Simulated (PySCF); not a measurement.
C2H4BNO2, SMILES OB1C=NCO1. Geometry optimised at PBE-D3(BJ)/def2-SVP. This is a generated structure with no PubChem entry under its InChIKey; it may be hypothetical. Other conformers were not sampled.

Computed equilibrium geometry at PBE-D3(BJ)/def2-SVP (PySCF confirms it by a frequency run) as a Z-matrix, and its point group (one conformer of several):
point group Cs.
```
B
O 1 1.3598
H 2 0.9752 1 111.88
O 1 1.3827 2 124.49 3 0.00
C 4 1.4330 1 106.74 2 180.00
H 5 1.1133 4 109.39 1 121.18
H 5 1.1133 6 107.62 4 -118.75
N 5 1.4416 6 109.72 7 -119.34
C 8 1.2985 5 107.92 6 -120.98
H 9 1.1058 8 118.99 5 180.00
```
Charge 0, spin multiplicity 1.
